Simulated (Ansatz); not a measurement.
Z-matrix (Å, degrees):
```
Si
N 1 1.707
Cl 1 2.063 2 112.7
H 1 1.478 2 107.8 3 -117.6
H 1 1.479 2 110.7 3 118.3
Ge 2 1.824 1 126.8 3 98.0
H 2 1.010 1 118.0 3 -80.4
Cl 6 2.160 2 109.4 1 100.5
H 6 1.530 2 110.1 1 -143.4
H 6 1.529 2 108.3 1 -16.1
```

Total charge 0; spin multiplicity 1.

List the ωB97M-V/def2-TZVPP orbital energies in eV (Ansatz 0.2.0). (An estimate is asked.)

Ansatz gave: Occupied: -10867.79, -2771.77, -2771.70, -1808.23, -1363.56, -1211.31, -1211.28, -1211.27, -394.84, -262.18, -262.09, -199.64, -199.57, -199.53, -199.53, -199.44, -199.43, -175.40, -149.17, -124.70, -124.63, -124.60, -103.32, -103.28, -103.26, -37.52, -37.48, -37.43, -37.37, -37.36, -26.97, -25.68, -25.36, -18.78, -18.10, -15.49, -13.90, -13.69, -13.16, -13.01, -12.87, -11.66, -11.37, -11.18, -11.10, -10.54. Lowest empty: 1.56, 1.83, 2.45, 2.50, 3.27, 3.39, 3.49, 3.96.
